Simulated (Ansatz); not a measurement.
## Abstraction of Cl: InHCl2 + C2HF2 → InHCl + C2HClF2

Species: InHCl2 `[Cl][InH][Cl]`, singlet; C2HF2 `[CH]=C(F)F`, doublet; InHCl `[Cl][InH]`, doublet; C2HClF2 `FC(F)=CCl`, singlet. A radical takes Cl: the energy is the difference in strength between the In–Cl bond broken and the C–Cl bond made.

Shapes, held fixed at every level: PBE0-D4/def2-TZVP. Programs: Ansatz 0.2.0. The zero-point and thermal change to 298 K, harmonic and unscaled (PBE0-D4/def2-TZVP), is +3.8 kJ/mol.

| level | kind | ΔH(298 K) (kJ/mol) |
| --- | --- | --- |
| HF/def2-SVP | Hartree–Fock | +42.7 |
| HF/def2-TZVPP | Hartree–Fock | +40.0 |
| SPW92/def2-TZVPP | LDA | -55.0 |
| B3LYP-D4/def2-TZVPP | global hybrid | -22.1 |
| PBE0-D4/def2-TZVPP | global hybrid | -21.0 |
| wB97M-V/def2-TZVPP | range-separated hybrid | -15.2 |
| B2PLYP/def2-TZVPP | double hybrid | -16.4 |

B2PLYP/def2-TZVPP gives ΔH(298 K) = -16.4 kJ/mol; the levels span -55.0 to +42.7. They disagree on the sign: 2 of 7 are positive. The median of the levels is -16.4. No measured value is set beside it here. Spin contamination: C2HF2 (⟨S²⟩ up to 0.90). Open shells run unrestricted. For atoms past krypton def2 sets carry core potentials with scalar relativity. Outer-core shells of In are correlated, in sets that cover them unevenly.
